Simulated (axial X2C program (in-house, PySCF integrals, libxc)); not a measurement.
Testing model relations on MnF⁻

A bond curve at the PBE0 level, with spin–orbit coupling, was computed with an in-house all-electron X2C program for linear molecules (integrals from PySCF) (basis Mn dyall-acv3z [10s11p7d4f2g], F dyall-av3z [7s6p3d2f] (cores contracted in-house)) for the state Ω = 5/2 (⟨Sz⟩ = 2.50, ⟨Lz⟩ = 0.00 at PBE0). Its fit gives Re = 1.8887 Å, ωe = 506.6 cm⁻¹, ωexe = 4.04 cm⁻¹ and αe = 3.423e-03 cm⁻¹; the masses are 54.9380 and 18.9984 u. Two-component means X2C with spin–orbit coupling and atomic mean-field Coulomb and Gaunt terms.

(1) Find the reduced mass, Be and the force constant.

(2) Estimate the centrifugal constant by the Kratzer relation.

(3) Estimate De from a Morse curve and compare with the computed well depth of 4.160 eV to Mn + F-.

(4) A Morse curve ties αe to the other constants (Pekeris). How well does that hold?

(5) Where do the fundamental and the first overtone lie?

Occupations by symmetry block were frozen at the best pattern of an incomplete PBE0 search. Dissociation energies refer to the lowest single-determinant-based atoms at the same level and basis. Density functionals use the spin component along the axis (collinear). With several unpaired electrons one determinant need not be a pure state. The highest occupied level of some functionals is positive through self-interaction error; at Hartree–Fock it is bound. This is the top spin component of a Σ state; components of lower Ω are not single determinants and can lie lower.

Results:

(1) From the PBE0 values: μ = 14.1166 u. Be = 16.8576/(μ Re²) = 0.3348 cm⁻¹. k = 5.8918×10⁻⁷ μ ωe² = 2.13 mdyn/Å.

(2) D = 4Be³/ωe² = 5.85e-07 cm⁻¹.

(3) De(Morse) = ωe²/(4ωexe) = 1.969 eV against 4.160 eV computed, a ratio of 0.47. The extrapolation falls short: long-range attraction (ionic or ion–induced dipole) or a change of character along the curve can cause this.

(4) αe(Morse) = 6Be²/ωe × (√(ωexe/Be) − 1) = 3.284e-03 cm⁻¹; the PBE0 curve gives 3.423e-03 cm⁻¹, a ratio of 0.96.

(5) ν(1←0) = ωe − 2ωexe = 498.5 cm⁻¹; ν(2←0) = 2ωe − 6ωexe = 989.0 cm⁻¹.
